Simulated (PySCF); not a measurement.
# Correlation energy of I+ (iodine, charge +1)

[Kr] 4d10 5s2 5p3 5d1, high-spin 5D determinant (an excited configuration). Calculation: PySCF 2.14, in aug-cc-pVQZ-DK3; the spin-free X2C one-electron Hamiltonian (Gaussian nucleus). Frozen: [Kr] 4d10; 6 electrons correlated.

```tsv
level	correlation energy (mhartree)
CCSD	-94.27
(T)	-3.15
CCSD(T)	-97.42
```

Diagnostics: T1 = 0.0055, D1 = 0.0111, largest double amplitude 0.039.

The outer electron is Rydberg-like, and this basis confines it to a smaller radius and binds it less than a complete one would.

Cost of the coupled-cluster step: roughly 26 core-seconds, for 6 correlated electrons.

Iterations:

```
CC2 = 0
CCSD nocc = (np.int64(5), np.int64(1)), nmo = (79, 79)
frozen orbitals [[0, 1, 2, 3, 4, 5, 6, 7, 8, 9, 10, 11, 12, 13, 14, 15, 16, 17, 18, 19, 20, 21, 22], [0, 1, 2, 3, 4, 5, 6, 7, 8, 9, 10, 11, 12, 13, 14, 15, 16, 17, 18, 19, 20, 21, 22]]
max_cycle = 100
direct = 0
conv_tol = 1e-08
conv_tol_normt = 1e-06
diis_space = 8
diis_start_cycle = 0
Init t2, MP2 energy = -0.0811438355392324
Init E_corr(UCCSD) = -0.0811438355394893
cycle = 1  E_corr(UCCSD) = -0.0915650892135416  dE = -0.0104212537  norm(t1,t2) = 0.0343
cycle = 2  E_corr(UCCSD) = -0.093536508432823  dE = -0.00197141922  norm(t1,t2) = 0.00977533
cycle = 3  E_corr(UCCSD) = -0.0942879649575399  dE = -0.000751456525  norm(t1,t2) = 0.00349605
cycle = 4  E_corr(UCCSD) = -0.0942670703355028  dE = 2.0894622e-05  norm(t1,t2) = 0.000502568
cycle = 5  E_corr(UCCSD) = -0.094266913048121  dE = 1.57287382e-07  norm(t1,t2) = 9.95536e-05
cycle = 6  E_corr(UCCSD) = -0.0942671432015595  dE = -2.30153439e-07  norm(t1,t2) = 1.89856e-05
cycle = 7  E_corr(UCCSD) = -0.0942671615086966  dE = -1.83071371e-08  norm(t1,t2) = 3.61078e-06
cycle = 8  E_corr(UCCSD) = -0.0942671671491417  dE = -5.6404451e-09  norm(t1,t2) = 7.50414e-07
UCCSD converged
E(UCCSD) = -7111.776001784287  E_corr = -0.09426716714914167
UCCSD(T) correction = -0.00315297999093458
```
